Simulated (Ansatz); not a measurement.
Geometry optimisation, RKS PBE/def2-SVP (Ansatz).

input.yaml

```yaml
crystal:
  periodic: [false, false, false]
  atoms:
    - { symbol: Ge, position_ang: [-0.058276, 0.330953, -1.508758] }
    - { symbol: H, position_ang: [1.140258, 0.120404, 0.953811] }
    - { symbol: Ge, position_ang: [2.682093, 0.013166, 0.807466] }
    - { symbol: H, position_ang: [3.024419, -1.351673, 0.156096] }
    - { symbol: H, position_ang: [3.205643, 1.175995, -0.070244] }
    - { symbol: H, position_ang: [3.295687, 0.097411, 2.231437] }
    - { symbol: O, position_ang: [-1.274955, 1.362833, -0.641568] }
    - { symbol: H, position_ang: [-1.948424, 0.866768, -0.140609] }
    - { symbol: Ge, position_ang: [-1.186465, -1.893904, -0.916721] }
    - { symbol: H, position_ang: [-1.859827, -1.847819, 0.497879] }
    - { symbol: H, position_ang: [-2.370006, -2.127, -1.91899] }
    - { symbol: H, position_ang: [-0.315448, -3.190332, -0.9695] }
basis:
  gaussian: { orbitals: def2-SVP }
hamiltonian:
  xc: pbe
relax:
  f_tol: 0.03
  max_steps: 50
```

Run as:

```bash
$ ansatz run input.yaml --threads 4 --pin off --max-ram 5120MiB --backend cpu --events-out ev --progress --plain --runs-dir out
```

Task: Where does it end, and by what steps?

Result: The run converged. The force dipped under the threshold on the way, but the program's further checks kept it going. After 31 steps the energy has fallen by 0.100 eV; H6 moved furthest, 2.17 Å.

| step | energy less start (eV) | largest force component (eV/Å) | accepted |
| --- | --- | --- | --- |
| 0 | 0.0000 | 0.182 | yes |
| 2 | -0.0043 | 0.389 | yes |
| 4 | -0.0236 | 0.212 | yes |
| 6 | -0.0410 | 0.049 | yes |
| 8 | -0.0439 | 0.093 | yes |
| 10 | -0.0445 | 0.211 | no |
| 12 | -0.0486 | 0.021 | yes |
| 14 | -0.0523 | 0.181 | yes |
| 16 | -0.0603 | 0.167 | yes |
| 18 | -0.0665 | 0.052 | yes |
| 20 | -0.0745 | 0.176 | yes |
| 22 | -0.0797 | 0.110 | yes |
| 24 | -0.0894 | 0.134 | yes |
| 26 | -0.0930 | 0.109 | yes |
| 28 | -0.0966 | 0.132 | yes |
| 30 | -0.0984 | 0.066 | yes |
| 31 | -0.1001 | 0.028 | yes |

```xyz
12
Properties=species:S:1:pos:R:3
Ge -0.366 0.490 -1.679
H 1.601 0.345 -0.874
Ge 2.348 -0.115 0.449
H 3.175 -1.378 0.113
H 3.259 1.068 0.857
H 1.299 -0.406 1.544
O -1.110 1.459 -0.325
H -1.494 0.900 0.380
Ge -0.962 -1.805 -0.688
H -1.598 -1.619 0.734
H -2.032 -2.566 -1.533
H 0.215 -2.815 -0.496
```

Whether the end is a true minimum wasn't checked by a vibrational analysis.

The run took 60 s on 4 threads of Arm Neoverse V1, with other jobs on the host, peak memory 0.24 GiB.
